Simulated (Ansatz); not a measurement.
`CCC(F)Cl` + `C=[CH][ZnH]` → `C=[CH][Zn][CH3]` + `CC(F)Cl`  (formal exchange of groups at a C–C bond)

Computed with Ansatz on PBE0-D4/def2-TZVP structures; ΔE is electronic, products minus reactants. CCSD(T)/CBS adds triple-zeta CCSD(T) − MP2 to the extrapolated MP2 energy (def2 sets, frozen cores). DFT in def2-TZVPP. B3LYP here is the variant with VWN-RPA as its local correlation; programs differ in this. For Zn outer-core shells are correlated without core-valence functions, which leaves a few kJ/mol of doubt a bond. Scalar relativity is left out up to krypton. One conformer a species, not always the lowest.

(1) Is it downhill or uphill in electronic energy at CCSD(T)/CBS, and by how much? (Best estimate.)

(2) What do these levels give: PBE-D4, BLYP-D4, B3LYP-D4, ωB97X-V, B2PLYP, r2SCAN, B3LYP, r2SCANh, MP2/def2-SVP, CCSD/def2-TZVPP, HF/def2-QZVPP, MP2/CBS(def2)? (Best estimate.)

Largest T1 diagnostic among the species: 0.015.

Answers

(1) The calculation gave: Downhill: ΔE = -30.8 kJ/mol.

(2) The calculation gave: PBE-D4 -30.3, BLYP-D4 -29.5, B3LYP-D4 -27.6, ωB97X-V -24.6, B2PLYP -31.4, r2SCAN -30.5, B3LYP -31.6, r2SCANh -29.6, MP2/def2-SVP -23.9, CCSD/def2-TZVPP -26.2, HF/def2-QZVPP -18.3, MP2/CBS(def2) -36.4 kJ/mol.

From BLYP to BHLYP (50 % exact exchange), in def2-TZVPP and without D4, ΔE moves by +9.1 kJ/mol. The D4 term adds +4.0 kJ/mol with B3LYP and +2.2 kJ/mol with PBE0; it sums over pairs of atoms, weighted by their polarisabilities, and B3LYP, whose exchange is more repulsive, gets the larger term.
